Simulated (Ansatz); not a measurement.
The same path of C4H10OSi (16 atoms, charge 0, multiplicity 1) was run twice with different band settings. The coordinate that changes most is the dihedral C1–C2–O3–Si4.

The calculation used RKS revPBE/def2-SVP in Ansatz 0.2.0.

Relaxed end points:

```xyz
16
Properties=species:S:1:pos:R:3
C -1.283 -2.303 -0.595
C -0.553 -1.532 -1.432
O 0.259 -0.484 -1.119
Si 0.536 0.268 0.402
C 1.988 1.429 0.093
C -1.013 1.195 0.967
H -1.885 -3.123 -1.012
H -1.297 -2.163 0.497
H -0.560 -1.717 -2.522
H 0.909 -0.790 1.411
H 2.875 0.867 -0.265
H 2.271 1.957 1.028
H 1.732 2.192 -0.670
H -1.877 0.512 1.094
H -1.297 1.973 0.227
H -0.830 1.697 1.940
```

```xyz
16
Properties=species:S:1:pos:R:3
C -1.221 -2.416 -1.688
C -0.664 -1.804 -0.622
O 0.011 -0.620 -0.707
Si 0.516 0.362 0.606
C 1.929 1.412 -0.064
C -0.932 1.411 1.221
H -1.731 -3.380 -1.557
H -1.169 -1.972 -2.693
H -0.717 -2.259 0.389
H 0.989 -0.553 1.712
H 2.758 0.774 -0.431
H 2.332 2.079 0.728
H 1.585 2.048 -0.905
H -1.769 0.772 1.573
H -1.320 2.066 0.413
H -0.619 2.057 2.068
```

Common settings: climbing image yes; spring 5.0 eV/Å²; optimiser quadratic models (default); start path through a guess of the saddle point; force threshold 0.03 eV/Å; end points relaxed.

| run | movable images | iteration limit |
| --- | --- | --- |
| 1 | 9 | 52 |
| 2 | 2 | 60 |

Problem. What does each run give, and how far can it be trusted?

Solution. Run 1: converged after 10 iterations, highest image 0.085 eV above the first end. A vibrational analysis at the climbing image gives one clearly imaginary mode, 61i cm⁻¹: a first-order saddle point.
Run 2: converged after 18 iterations, highest image 0.085 eV above the first end. Another band between the same ends (9 images) ends at a top of the same energy, where a vibrational analysis finds 1 clearly imaginary mode. So few images can step over the top or miss a turn of the path.
